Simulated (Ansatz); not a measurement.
Start from `C=CC(C)=S` and change one atom or group to get `CBC(C)=S`.

Ansatz, PBE0-D4/def2-TZVP geometries, multiplicity 1. Each molecule was computed in one conformer, which needn't be the lowest.

| property | `C=CC(C)=S` |
| --- | --- |
| HOMO–LUMO gap (ωB97M-V/def2-TZVPP) / eV | 8.10 |
| LUMO energy (B3LYP/def2-TZVPP) / eV | -2.70 |
| size of the dipole moment (ωB97M-V/def2-TZVPP) / D | 2.66 |
| HOMO energy (PBE/def2-TZVPP) / eV | -5.11 |
| LUMO energy (PBE/def2-TZVPP) / eV | -3.38 |
| HOMO energy (ωB97M-V/def2-TZVPP) / eV | -8.56 |

Question: Give the same properties after the change, and the shifts. (An estimate is asked.)

Answer: Computed: 
| property | `CBC(C)=S` | shift |
| --- | --- | --- |
| HOMO–LUMO gap (ωB97M-V/def2-TZVPP) / eV | 9.03 | 0.93 |
| LUMO energy (B3LYP/def2-TZVPP) / eV | -2.42 | 0.28 |
| size of the dipole moment (ωB97M-V/def2-TZVPP) / D | 2.26 | -0.40 |
| HOMO energy (PBE/def2-TZVPP) / eV | -5.87 | -0.76 |
| LUMO energy (PBE/def2-TZVPP) / eV | -3.16 | 0.22 |
| HOMO energy (ωB97M-V/def2-TZVPP) / eV | -9.11 | -0.55 |

With PBE0 the HOMO falls by 0.66 eV and the LUMO rises by 0.30 eV, so the gap widens by about 0.96 eV. PBE moves the HOMO by -0.76 eV and ωB97M-V by -0.55 eV. Dipoles are sizes alone; their direction can turn.

B3LYP here is the variant with VWN-RPA as its local correlation; programs differ in this.
